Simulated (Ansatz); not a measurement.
**Correcting a cheap level on B-containing molecules**

The atomisation energy (no zero-point term) in kJ/mol of 6 B-containing molecules: x at BHLYP-D4/def2-TZVPP, y at CCSD(T)/CBS estimate. Shapes, held fixed at every level: PBE0-D4/def2-TZVP. Flexible molecules stand in one conformer, not always the lowest. Programs: Ansatz 0.2.0.

```
                                  molecule  x (kJ/mol)  y (kJ/mol)
                             BH(CH3)2(SH2)        4459        4529
            C2H9BO (SMILES [BH3-][O+](C)C)        4521        4611
                             BH(CH3)2(NH3)        4999        5079
C2H8B2F2 (SMILES C[BH-]1[F+][BH-](C)[F+]1)        5333           ?
                              B(CH3)3(SH2)        5704        5796
          C3H11BO (SMILES C[OH+][BH-](C)C)        5818        5937
```

Problem. Fit y = c + s·x to the known rows and predict y for C2H8B2F2.

Solution. 
1. Means of the 5 rows: x = 5100.20, y = 5190.4.
2. Σ(Δx)² = 1636663, Σ(Δx·Δy) = 1672523, so the slope is 1672523/1636663 = 1.0219.
3. Intercept: 5190.4 − (1.0219) × 5100.20 = -21.5. The largest residual of the fit is 13.
4. C2H8B2F2: -21.5 + 1.0219 × 5333 = 5428 kJ/mol.

CCSD(T)/CBS estimate gives 5437 kJ/mol, so the prediction is off by -9 kJ/mol, within the largest residual. Uncorrected, BHLYP-D4/def2-TZVPP misses C2H8B2F2 by -104 kJ/mol, and the other rows by 90 on average. The line removes about 90 % of this miss. Left out in turn, the other rows are missed by 18 kJ/mol on average, so much of the error is systematic among these molecules. The CBS estimate extrapolates MP2 from def2-TZVPP and def2-QZVPP and adds CCSD(T) − MP2 in the triple-zeta set, cores frozen.
